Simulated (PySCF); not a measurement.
Simulated absorption spectrum

Compound: C₅H₁₀NPSi.
SMILES: `N#C[C@@H]1CC[Si@H](P)C1`

Computed with TDDFT wB97X-D/def2-SVPD, vertical, gas phase, core orbitals frozen in the response in PySCF. One conformer (not necessarily the lowest) at the GFN2-xTB geometry, without solvent, vibrations or thermal averaging.

Broadening: Gaussians 0.4 eV wide at half height, area fixed by f = 4.319×10⁻⁹ ∫ε dν̃. The width is an assumption, not a result. The curve ends short of the highest state used, and states not computed would add to its high-energy end.

E (eV), ε (L mol⁻¹ cm⁻¹) and a bar:
```
     6.08          1 
     6.11          2 
     6.13          2 
     6.15          3 
     6.18          6 
     6.20          8 
     6.22         11 
     6.25         18 
     6.27         24 
     6.29         31 
     6.32         46 
     6.34         59 
     6.36         75 
     6.39        103 
     6.41        126 
     6.43        151 
     6.46        195 
     6.48        227 
     6.50        262 
     6.52        298 
     6.55        354 
     6.57        393 
     6.59        434 #
     6.62        498 #
     6.64        546 #
     6.66        600 #
     6.69        702 #
     6.71        791 #
     6.73        904 #
     6.76       1141 #
     6.78       1358 ##
     6.80       1636 ##
     6.83       2198 ###
     6.85       2689 ###
     6.87       3290 ####
     6.90       4423 #####
     6.92       5347 ######
     6.94       6414 ########
     6.97       8279 ##########
     6.99       9690 ############
     7.01      11215 #############
     7.04      13667 ################
     7.06      15362 ##################
     7.08      17058 ####################
     7.10      18708 ######################
     7.13      20990 #########################
     7.15      22309 ###########################
     7.17      23412 ############################
     7.20      24574 #############################
     7.22      24978 ##############################
     7.24      25065 ##############################
     7.27      24598 #############################
     7.29      23907 #############################
     7.31      22943 ###########################
     7.34      21069 #########################
     7.36      19600 #######################
```

Task: Locate the maxima and give the states behind the curve.

Result: 171 nm (7.24 eV), ε about 25000, made up of S3 (91%) (ε in L mol⁻¹ cm⁻¹; maxima over ε = 5, shares over 10%). The states used: S1 6.68 eV (f 0.0068); S2 7.11 eV (f 0.040); S3 7.24 eV (f 0.338); S4 7.50 eV (f 0.012); S5 7.74 eV (f 0.0025); S6 7.84 eV (f 0.020); S7 7.95 eV (f 0.017); S8 7.96 eV (f 0.075).

Task: What would ε be at 7.24 eV, the highest of these maxima, with half the width (0.2 eV)?

Result: About 47200 L mol⁻¹ cm⁻¹ against 25100, a factor of about 1.9; a lone state at its own centre would give exactly 2.

Task: On this curve, what absorbance would a 10⁻⁵ mol/L sample give at 193 nm over a 1 cm path?

Result: 193 nm is 6.424 eV, where ε is about 140 L mol⁻¹ cm⁻¹, so A = ε c l ≈ 0.0014 (Beer–Lambert, with the gas-phase spectrum and the assumed width).

Task: Coming from long wavelengths, where does ε first pass 100 L mol⁻¹ cm⁻¹?

Result: At about 194 nm (6.39 eV), 0.30 eV below S1.
